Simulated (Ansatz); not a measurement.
Computed with Ansatz on PBE0-D4/def2-TZVP structures; ΔE is electronic, products minus reactants. CCSD(T)/CBS adds triple-zeta CCSD(T) − MP2 to the extrapolated MP2 energy (def2 sets, frozen cores). For Ga, Se outer-core shells are correlated without core-valence functions, which leaves a few kJ/mol of doubt a bond. Scalar relativity is left out up to krypton. One conformer a species, not always the lowest.

Reaction (cleavage of the B–Ga bond): `[BH2][GaH][SiH2]C` + `F[SiH2][SeH]` → `B[Se][SiH2]F` + `C[SiH2][GaH2]`

```json
{"species": "`[BH2][GaH][SiH2]C`", "SCS-MP2/def2-QZVPP energy (Eh)": "-2280.32322"}
{"species": "`F[SiH2][SeH]`", "SCS-MP2/def2-QZVPP energy (Eh)": "-2791.10804"}
{"species": "`B[Se][SiH2]F`", "SCS-MP2/def2-QZVPP energy (Eh)": "-2816.49747"}
{"species": "`C[SiH2][GaH2]`", "SCS-MP2/def2-QZVPP energy (Eh)": "-2254.97106"}
```

(1) Work out ΔE.

Largest T1 diagnostic among the species: 0.013.

Answers

(1) ΔE = (-2816.49747) + (-2254.97106) − (-2280.32322) − (-2791.10804) = -0.03727 Eh = -97.9 kJ/mol. CCSD(T)/CBS gives -92.5 kJ/mol.
